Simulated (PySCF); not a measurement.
**Stretching GaBr**

Set-up: PySCF, scalar-relativistic core potentials, basis sets Ga cc-pVTZ-PP with ECP10, Br cc-pVTZ-PP with ECP10. Energies in eV from Ga + Br in their ground configurations at the same level. All curves are PBE0. state 1: ¹Σ⁺ (singlet), closed shell; state 2: ³Π (triplet), unpaired electrons σ ↑, π ↑, a second solution, started from another occupation.

```json
{"R (Å)": "2.047", "state 1": "-3.532", "state 2": "-0.3530"}
{"R (Å)": "2.142", "state 1": "-3.982", "state 2": "-0.7175"}
{"R (Å)": "2.237", "state 1": "-4.223", "state 2": "-0.8855"}
{"R (Å)": "2.309", "state 1": "-4.307", "state 2": "-0.9238"}
{"R (Å)": "2.380", "state 1": "-4.329", "state 2": "-0.9110"}
{"R (Å)": "2.451", "state 1": "-4.304", "state 2": "-0.8637"}
{"R (Å)": "2.547", "state 1": "-4.218", "state 2": "-0.7686"}
{"R (Å)": "2.666", "state 1": "-4.053", "state 2": "-0.6285"}
{"R (Å)": "2.808", "state 1": "-3.806", "state 2": "-0.4644"}
{"R (Å)": "2.999", "state 1": "-3.441", "state 2": "-0.2874"}
```

**Question.** Put a parabola through the three lowest points of the state 1 curve and estimate Re, k and ωe (reduced mass 36.79 u; 1 eV/Å² = 0.16022 mdyn/Å; ωe = 1302.8·√(k/μ) cm⁻¹).

**Answer.** Through R = 2.309, 2.38, 2.451 Å the second-order coefficient is 4.66 eV/Å², so Re ≈ 2.378 Å, k ≈ 1.49 mdyn/Å and ωe ≈ 263 cm⁻¹. A polynomial fit of higher order to the unrounded PBE0 energies gives Re = 2.375 Å, k = 1.49 mdyn/Å, ωe = 262 cm⁻¹; anharmonicity and rounding make the difference.

The higher-order fit for each curve: state 1: Re = 2.375 Å, ωe = 262 cm⁻¹, De = 4.33 eV; state 2: Re = 2.323 Å, ωe = 261 cm⁻¹, minimum 0.92 eV below the ground-state fragments.

Counting both spins, an empty level lies below a filled one in some of these solutions, because spin and occupation are held.
